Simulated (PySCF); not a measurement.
ClFZn (SMILES [F][Zn][Cl]), singlet, geometry from GFN2-xTB (such geometries of metal compounds can be far from the true shape). Base run: CASSCF(6,4)/6-31G* (PySCF).

PySCF was given this input:
```python
from pyscf import gto, scf, mcscf
import numpy

mol = gto.Mole()
mol.atom = '''
    Zn    0.45417538   -0.29690479    0.12908360
    F     1.28243658    0.28548770   -1.26398905
    Cl   -1.48042297    0.37280908    0.44137609
'''
mol.basis = '6-31g*'
mol.verbose = 3
mol.build()

mf = scf.RHF(mol)
mf.kernel()
mc = mcscf.CASSCF(mf, 4, 6)
mc.fix_spin_(ss=0.0)
mc.kernel()
occ = numpy.linalg.eigvalsh(mc.fcisolver.make_rdm1(mc.ci, mc.ncas, mc.nelecas))[::-1]
ss = mc.fcisolver.spin_square(mc.ci, mc.ncas, mc.nelecas)[0]
print('natural occupations', occ.round(4), ' <S^2>', round(ss, 4))
```

The base run was repeated with changes; each row names its change, and settings that it needs were set with it.

```csv
change,ΔE vs base (kcal/mol),natural occupations,<S^2> of the state,core-seconds (rough),outcome
base,0.000,2.00 2.00 1.99 0.01,0.00,10,converged
"active space = 10 electrons, 8 orbitals",-55.56,2.00 2.00 1.98 1.98 1.98 0.02 0.02 0.02,0.00,20,converged
"active space = 8 electrons, 9 orbitals",-,-,-,-,not converged
"active space = 6 electrons, 7 orbitals",-31.04,1.99 1.99 1.98 0.02 0.01 0.01 0.01,0.00,20,converged
fix_spin_ = off,0.000,2.00 2.00 1.99 0.01,0.00,10,converged
conv_tol = 1e-5,0.081,2.00 2.00 1.99 0.01,0.00,6,converged
correction = SC-NEVPT2,-368.4,2.00 2.00 1.99 0.01,0.00,10,converged
start = MP2 natural orbitals,-5.57,2.00 2.00 1.98 0.02,0.00,10,converged
"active space = 4 electrons, 3 orbitals",0.267,2.00 1.99 0.01,0.00,20,converged
solver = newton,0.445,2.00 2.00 1.99 0.02,0.00,6,converged
orbitals = fixed (CASCI),5.42,2.00 2.00 2.00 0.00,0.00,1,converged
```

Active orbitals are taken around the Fermi level unless the row says otherwise; CASSCF can end in different local minima, and two programs can end on different orbitals. State-averaged rows give the lowest state.
